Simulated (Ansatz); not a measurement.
Mo2N6H12⁻, that is Mo2(NH2)6 with one electron more. The state is a doublet with charge -1. Geometry PBE-D4/def2-SVP, that of the neutral singlet; atoms count from 1.

```xyz
20

Mo    0.713   -0.603   -0.588
N     0.377    0.065   -2.402
N     0.086   -2.422   -0.202
N     2.420   -0.082    0.228
Mo   -0.713    0.603    0.588
N    -2.021    1.099   -0.788
N     0.449    2.043    1.241
N    -1.311   -0.704    1.924
H     0.861   -0.312   -3.225
H    -0.196    0.872   -2.673
H     0.556   -3.256   -0.573
H    -0.774   -2.695    0.286
H     3.322   -0.441   -0.107
H     2.561    0.478    1.076
H    -2.082    0.742   -1.748
H    -2.827    1.704   -0.589
H     1.416    2.240    0.959
H     0.108    2.786    1.863
H    -0.924   -1.637    2.100
H    -2.021   -0.481    2.632
```

In the def2 sets Mo takes a core potential; there is no spin–orbit coupling. The highest occupied level of the charge -1 doublet lies above zero (up to 1.53 eV). By energy differences it is unbound by 0.48 eV (vertical, against the charge 0 singlet, at PBE0-D4/def2-TZVPD) and held by the finite basis.

Q: Estimate the Mulliken populations from the PBE0/def2-TZVPD orbitals of Ansatz.

A: 
| atom | charge (e) | spin (α − β) | d electrons |
| --- | --- | --- | --- |
| Mo1 | 0.57 | 0.56 | 4.19 |
| N2 | -0.59 | 0.04 | – |
| N3 | -0.59 | 0.04 | – |
| N4 | -0.59 | 0.04 | – |
| Mo5 | 0.57 | 0.56 | 4.19 |
| N6 | -0.59 | 0.04 | – |
| N7 | -0.59 | 0.04 | – |
| N8 | -0.59 | 0.04 | – |
| H9 | 0.11 | -0.07 | – |
| H10 | 0.12 | 0.01 | – |
| H11 | 0.11 | -0.07 | – |
| H12 | 0.12 | 0.01 | – |
| H13 | 0.11 | -0.07 | – |
| H14 | 0.12 | 0.01 | – |
| H15 | 0.12 | 0.01 | – |
| H16 | 0.11 | -0.07 | – |
| H17 | 0.12 | 0.01 | – |
| H18 | 0.11 | -0.07 | – |
| H19 | 0.12 | 0.01 | – |
| H20 | 0.11 | -0.07 | – |
Mulliken values depend strongly on the basis. With diffuse functions, as here, like atoms can get unlike values, and bond orders can come out too low or too high.

Q: Where does the spin sit?

A: Summed by element: Mo 1.11, N 0.25, H -0.36, of 1 unpaired in all. Largest on single atoms: Mo5 0.56, Mo1 0.56, H13 -0.07.

Q: And the Mayer bond orders between heavy atoms (over 0.3)?

A: Mo1–N2 1.03 (1.96 Å); Mo1–N3 1.03 (1.96 Å); Mo1–N4 1.03 (1.96 Å); Mo1–Mo5 5.09 (2.21 Å); Mo5–N6 1.03 (1.96 Å); Mo5–N7 1.03 (1.96 Å); Mo5–N8 1.03 (1.96 Å).
